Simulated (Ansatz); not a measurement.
CH7BGeS (`CS[BH][GeH3]`), relaxed with RKS PBE0-D4/def2-TZVP in Ansatz 0.2.0 from a PBE-D4/def2-SVP geometry. The force threshold is 0.005 eV/Å; the program also tests the step.

Charge 0, multiplicity 1.

Start:

```xyz
11

C    -1.831    1.632   -0.179
S    -0.540    0.756    0.790
B     0.263   -0.352   -0.319
Ge    1.795   -1.514    0.432
H    -1.585    2.712   -0.212
H    -2.806    1.501    0.330
H    -1.881    1.223   -1.206
H    -0.091   -0.419   -1.482
H     3.126   -1.219   -0.320
H     2.055   -1.294    1.948
H     1.495   -3.026    0.219
```

**Question.** How much energy does the relaxation release, and in how many steps? (Estimate.)

**Answer.** The calculation gave: 3.73 kJ/mol, in 10 steps.

**Question.** Which bonds change most? (An estimate is asked.)

**Answer.** Computed: C1–S2 from 1.836 to 1.811 Å; B3–H8 from 1.217 to 1.195 Å; C1–H5 from 1.108 to 1.090 Å; C1–H6 from 1.108 to 1.090 Å.

**Question.** Give the relaxed structure. (An estimate is asked.)

**Answer.** Computed: 
```xyz
11

C    -1.812    1.617   -0.179
S    -0.537    0.762    0.781
B     0.256   -0.343   -0.312
Ge    1.783   -1.505    0.428
H    -1.612    2.688   -0.158
H    -2.784    1.428    0.277
H    -1.806    1.257   -1.205
H    -0.093   -0.407   -1.454
H     3.086   -1.241   -0.352
H     2.066   -1.254    1.920
H     1.452   -3.001    0.254
```
